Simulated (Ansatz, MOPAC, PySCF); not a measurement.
Torsion H3–N1–Pb2–H5 in H3NPb (SMILES [NH2][PbH]); at each angle all else is relaxed with GFN2-xTB, and the levels are single points there.
Geometry at 180° (charge 0, multiplicity 1):
```xyz
5

N     -0.718    -0.023    -0.088
Pb     1.062    -1.150    -0.381
H     -1.525    -0.314     0.442
H     -0.912     0.895    -0.450
H      1.880     0.140    -1.412
```
Energies count from the point at 180°.

Frozen-core correlation. Filled d and f shells under p-block atoms count as core. CBS(a, b) extrapolates the correlation energy as X⁻³ and adds the Hartree–Fock energy of set b. The state that AM1 reach isn't checked.

Codes used: Ansatz (Gaussian orbitals); MOPAC for AM1 (differences of heats of formation); PySCF for the dispersion terms.  In def2 rows elements past Kr take small-core potentials, without spin–orbit coupling.

Energies in kcal/mol.

```tsv
dihedral (°)	AM1	HF/def2-SVP	BLYP-D4/def2-TZVPP	wB97M-V/def2-TZVPP	MP2/def2-TZVPP	MP2/CBS(def2-TZVPP, def2-QZVPP) + ΔCCSD(T)/def2-TZVPP
0	0.00	0.00	0.00	0.00	0.00	0.00
30	2.54	1.38	1.29	1.39	1.37	1.22
60	9.01	5.37	5.11	5.42	5.35	4.92
90	17.27	10.79	10.82	11.12	10.98	10.21
120	8.99	5.20	5.02	5.39	5.37	4.94
150	2.53	1.40	1.29	1.43	1.42	1.27
180	0.00	0.00	0.00	0.00	0.00	0.00
210	2.53	1.40	1.29	1.43	1.42	1.27
240	8.99	5.20	5.03	5.39	5.37	4.94
270	17.15	9.68	10.23	10.44	10.33	9.64
300	9.01	5.37	5.11	5.42	5.35	4.92
330	2.54	1.38	1.29	1.40	1.37	1.22
```

Ansatz is a quantum-chemistry and plane-wave program.
